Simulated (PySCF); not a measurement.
Ranking problems on computed properties.

Each SMILES stands for a single optimised conformer of the isolated species, non-relativistic unless stated; the electronic structure was computed with PySCF and density fitting.

Dipoles, sizes and rotational constants follow the conformer. The torsions of the flexible species, by atom-mapped SMILES:
- `[CH3:1][O:2][C:3](=[O:4])[C@@H:5]([CH3:6])[O:7][CH:8]=[O:9]`: C1–O2–C3–O4 -3°, O2–C3–C5–C6 96°, C3–C5–O7–C8 54°, C5–O7–C8–O9 2°
- `[NH2:1][CH2:2][C:3]#[C:4][CH2:5][F:6]`: H–N1–C2–C3 -59°, H–N1–C2–C3 59°
- `[CH2:1]=[CH:2][c:3]1[cH:4][n:5][n:6][n:7]1[SiH:8]([CH3:9])[CH3:10]`: C1–C2–C3–C4 3°, N6–N7–Si8–C9 11°
- `[CH3:1][C@@H:2]([F:3])[CH2:4][C:5]#[N:6]`: C1–C2–C4–C5 65°
- `[CH3:1][O:2][C:3](=[O:4])[CH2:5][C:6](=[O:7])[O:8][CH3:9]`: C1–O2–C3–O4 -2°, O2–C3–C5–C6 -102°, C3–C5–C6–O7 77°, C5–C6–O8–C9 177°
- `[CH3:1][C@@H:2]([F:3])[C@H:4]1[CH:5]=[N:6]1`: C1–C2–C4–C5 -29°

The conformers of `COC[C@@](F)(OC)OC(F)(F)F` and `C#C[C@@H]1[SiH2]SCS[C@H]1F` aren't listed.

**Question.** Rank by smallest rotational constant, highest first (GFN2-xTB).
A. `C[C@@H](F)CC#N`
B. `C(CN)#CCF`
C. `COC(=O)[C@@H](C)OC=O`
D. `C=Cc1cnnn1[SiH](C)C`

**Answer.** A (1.793 GHz), B (1.276 GHz), C (1.053 GHz), D (0.655 GHz).

**Question.** By how much do the two ends of that ranking differ?

**Answer.** By 1.138 GHz, between `C[C@@H](F)CC#N` and `C=Cc1cnnn1[SiH](C)C`.

**Question.** Rank by dipole moment, lowest first (PBE0/pcSseg-1 at GFN2-xTB geometries).
A. `COC(=O)[C@@H](C)OC=O`
B. `C[C@@H](F)CC#N`
C. `C[C@@H](F)[C@H]1C=N1`
D. `C=Cc1cnnn1[SiH](C)C`
E. `COC(=O)CC(=O)OC`
F. `ClC1=CC=CC1`

**Answer.** E (0.58 D), C (1.05 D), F (1.45 D), B (2.10 D), A (2.40 D), D (4.21 D).

**Question.** By how much do the two ends of that ranking differ?

**Answer.** By 3.63 D, between `C=Cc1cnnn1[SiH](C)C` and `COC(=O)CC(=O)OC`.

**Question.** Rank by HOMO–LUMO gap, highest first (PBE0/pcSseg-1 at GFN2-xTB geometries).
A. `C(C#CCF)N`
B. `COC(=O)[C@@H](C)OC=O`
C. `C[C@@H](F)CC#N`
D. `C=Cc1cnnn1[SiH](C)C`
E. `FC(F)(F)O[C@](COC)(F)OC`

**Answer.** C (10.05 eV), E (9.52 eV), B (8.12 eV), A (7.46 eV), D (5.58 eV).

**Question.** Give the two extremes of that set in kcal/mol.

**Answer.** `C=Cc1cnnn1[SiH](C)C`: 129 kcal/mol; `C[C@@H](F)CC#N`: 232 kcal/mol.

**Question.** Rank by HOMO energy, lowest first (PBE0/pcSseg-1 at GFN2-xTB geometries).
A. `C[C@@H](F)CC#N`
B. `COC[C@@](F)(OC)OC(F)(F)F`
C. `COC(=O)CC(=O)OC`
D. `C#C[C@@H]1[SiH2]SCS[C@H]1F`
E. `NCC#CCF`
F. `ClC1CC=CC=1`

**Answer.** A (-9.51 eV), C (-8.12 eV), B (-7.91 eV), E (-7.19 eV), D (-6.80 eV), F (-6.38 eV).
